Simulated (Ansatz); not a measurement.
CH4Si, SMILES `C[SiH]` (lower singlet) (charge 0, multiplicity 1). This singlet lies 1.01 eV below the relaxed triplet at the level composite: frozen-core CCSD(T) with HF/cc-pVQZ and the correlation energy extrapolated as X^-3 from cc-pVTZ and cc-pVQZ, plus CCSDT(Q) minus CCSD(T) in cc-pVDZ // PBE0-D3(BJ)/def2-TZVP (Ansatz, an electronic-structure program).

All values below come from frozen-core CCSD(T)/cc-pVQZ // PBE0-D3(BJ)/def2-TZVP (Ansatz).

Ansatz 0.2 input:
```yaml
crystal:
  periodic: [false, false, false]
  atoms:
    - { symbol: C, position_ang: [-0.520468, 0.08832, -0.033627] }
    - { symbol: Si, position_ang: [1.248781, 0.67491, -0.361265] }
    - { symbol: H, position_ang: [-1.285457, 0.790007, -0.367535] }
    - { symbol: H, position_ang: [-0.654064, -0.1031, 1.038902] }
    - { symbol: H, position_ang: [-0.683663, -0.87911, -0.52612] }
    - { symbol: H, position_ang: [1.89487, -0.571026, 0.249645] }
basis:
  gaussian: { orbitals: cc-pVQZ }
correlation:
  method: ccsd_t
```

Output:

```
Functional definition: HF
1347 factors; integrals over basis functions are off by at most 9.3e-4 eV
mean field evaluation 1: about -8953.2205 eV, gradient 2.7e1 eV
mean field evaluation 2: about -8953.2208 eV, gradient 2.7e1 eV
mean field evaluation 4: about -8955.1711 eV, gradient 2.3e0 eV
mean field evaluation 8: about -8955.2043 eV, gradient 7.5e-2 eV
mean field evaluation 16: about -8955.2042 eV, gradient 3.5e-1 eV
mean field -8955.20438057 eV, -329.0976909302 hartree, gradient 7.2e-6 eV, S^2 0.000000; 0 other end points of the search recorded, 0 dependent functions left out; unrestricted orbitals would lower it
6 core orbitals not correlated
reference -8955.20438057 eV, -329.0976909302 hartree; 6, 6 occupied and 222, 222 virtual orbitals, 1347 factors
second order -8.28750445 eV of doubles, -0.00000000 eV of singles
cycle   1  -8.81074008 eV  change   -5.2e-1 eV  update   7.2e-2
cycle   2  -9.11424909 eV  change   -3.0e-1 eV  update   2.8e-2
cycle   3  -9.15359685 eV  change   -3.9e-2 eV  update   1.2e-2
cycle   4  -9.14941364 eV  change    4.2e-3 eV  update   4.5e-3
cycle   5  -9.15001245 eV  change   -6.0e-4 eV  update   1.5e-3
cycle   6  -9.14998970 eV  change    2.3e-5 eV  update   5.8e-4
cycle   7  -9.15001297 eV  change   -2.3e-5 eV  update   1.8e-4
cycle   8  -9.15010556 eV  change   -9.3e-5 eV  update   6.3e-5
cycle   9  -9.15010155 eV  change    4.0e-6 eV  update   2.0e-5
cycle  10  -9.15009635 eV  change    5.2e-6 eV  update   6.9e-6
perturbative correction -0.35230569 eV, -0.0129469952 hartree
Total energy: -8964.70678261 eV, -329.4468977643 hartree
```
